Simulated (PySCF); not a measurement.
K (SMILES [K+]), charge +1, singlet. Base run: B3LYP/def2-SV(P) (PySCF).

Input for PySCF:
```python
from pyscf import gto, scf, dft

mol = gto.M(
    atom='''
K     0.00000000    0.00000000    0.00000000
''',
    basis='def2-sv(p)',
    charge=1,
    verbose=4,
)

mf = dft.RKS(mol)
mf.xc = 'b3lyp'
mf.kernel()
```

Variants of this job, named by their change:

| change | E (Eh) | HOMO (eV) | HOMO-LUMO gap (eV) |
|---|---|---|---|
| base | -599.68277 | -26.82 | 21.04 |
| functional = tpss | -599.69116 | -25.39 | 19.68 |
| functional = b3lyp5 | -599.61252 | -26.72 | 20.99 |
| functional = b97-1 | -599.61634 | -26.79 | 21.47 |
| functional = wb97x | [?] | [?] | [?] |
| functional = scan | -599.71645 | -25.80 | 20.88 |
| functional = m06l | [?] | [?] | [?] |
| functional = pbe0 | -599.50153 | -27.21 | 21.86 |
| functional = lda,vwn | [?] | [?] | [?] |
| functional = mn15 | [?] | [?] | [?] |
| functional = x3lyp | -599.62928 | -26.90 | 21.15 |
| functional = b3lyp; dispersion = d3bjm | -599.68277 | -26.82 | 21.04 |
| functional = hf | -598.93116 | -31.96 | 27.99 |

Problem. Fill in the missing entries.

Solution. 
- functional = wb97x, E (Eh): -599.67721
- functional = wb97x, HOMO (eV): -29.81
- functional = wb97x, HOMO-LUMO gap (eV): 25.98
- functional = m06l, E (Eh): -599.67097
- functional = m06l, HOMO (eV): -25.73
- functional = m06l, HOMO-LUMO gap (eV): 19.89
- functional = lda,vwn, E (Eh): -597.93355
- functional = lda,vwn, HOMO (eV): -25.22
- functional = lda,vwn, HOMO-LUMO gap (eV): 19.48
- functional = mn15, E (Eh): -599.58362
- functional = mn15, HOMO (eV): -28.36
- functional = mn15, HOMO-LUMO gap (eV): 24.27

Total energies compare only within one method and basis.
